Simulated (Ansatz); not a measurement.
Ansatz (a first-principles code) input (CCSD(T)/def2-SVPD):

Ansatz 0.2 input:
```yaml
crystal:
  periodic: [false, false, false]
  atoms:
    - {symbol: Si, position_ang: [0.01691740, -0.03500288, 1.02319189]}
    - {symbol: Br, position_ang: [2.09396033, -0.27956721, -0.18080782]}
    - {symbol: Br, position_ang: [-0.80307311, 1.96148655, -0.05624309]}
    - {symbol: Br, position_ang: [-1.29765418, -1.66791818, -0.17222584]}
basis:
  gaussian:
    orbitals: def2-SVPD
total_charge: -1
magnetization: {spin_polarized: false}
correlation: {method: ccsd_t, electrons: outside_noble_gas}
output: {forces: true}
```

Output:

```
Functional definition: HF
integrals: 0.38 GiB planned
1409 factors; integrals over basis functions are off by at most 6.4e-4 eV
1.00 GiB of device memory are held for the factors and their scratch space
mean field: 1.57 GiB planned
mean field evaluation 1: about -217835.1015 eV, gradient 2.0e1 eV
mean field evaluation 2: about -217835.1494 eV, gradient 2.0e1 eV
mean field evaluation 4: about -217836.6026 eV, gradient 1.6e0 eV
mean field evaluation 8: about -217836.6353 eV, gradient 2.3e-1 eV
mean field evaluation 16: about -217836.6362 eV, gradient 9.2e-7 eV
mean field -217836.63624933 eV, -8005.3487271874 hartree, gradient 9.2e-7 eV, S^2 0.000000; 0 other end points of the search recorded, 0 dependent functions left out
47 core orbitals not correlated
reference -217836.63624933 eV, -8005.3487271874 hartree; 13, 13 occupied and 87, 87 virtual orbitals, 1409 factors
densities: 4.20 GiB planned
second order -12.93376247 eV of doubles, -0.00000000 eV of singles
coupled cluster: 2.23 GiB planned
cycle   1  -13.59186503 eV  change   -6.6e-1 eV  update   9.3e-2
cycle   2  -13.88785485 eV  change   -3.0e-1 eV  update   2.8e-2
cycle   3  -13.94952280 eV  change   -6.2e-2 eV  update   1.4e-2
cycle   4  -13.94473544 eV  change    4.8e-3 eV  update   3.4e-3
cycle   5  -13.94308110 eV  change    1.7e-3 eV  update   1.4e-3
cycle   6  -13.94317381 eV  change   -9.3e-5 eV  update   5.6e-4
cycle   7  -13.94321656 eV  change   -4.3e-5 eV  update   2.4e-4
cycle   8  -13.94323473 eV  change   -1.8e-5 eV  update   8.4e-5
cycle   9  -13.94323180 eV  change    2.9e-6 eV  update   2.9e-5
cycle  10  -13.94322144 eV  change    1.0e-5 eV  update   9.9e-6
cycle  11  -13.94322272 eV  change   -1.3e-6 eV  update   3.9e-6
perturbative correction -0.49882347 eV, -0.0183314243 hartree
the calculation of the forces begins
1.00 GiB of device memory are held for the factors and their scratch space
Total energy: -217851.07829551 eV, -8005.8794625957 hartree
Atom 0 at     0.016917    -0.035003     1.023192 Å, force     0.003035    -0.006279     0.183539 eV/Å
Atom 1 at     2.093960    -0.279567    -0.180808 Å, force     0.038231    -0.003228    -0.062010 eV/Å
Atom 2 at    -0.803073     1.961487    -0.056243 Å, force    -0.016003     0.038726    -0.059678 eV/Å
Atom 3 at    -1.297654    -1.667918    -0.172226 Å, force    -0.025262    -0.029219    -0.061850 eV/Å
Dipole moment:    -0.000031     0.000065    -0.001896 e Å
```

It need not be the lowest isomer of its formula. Whether it binds its extra electron was not tested at this geometry.
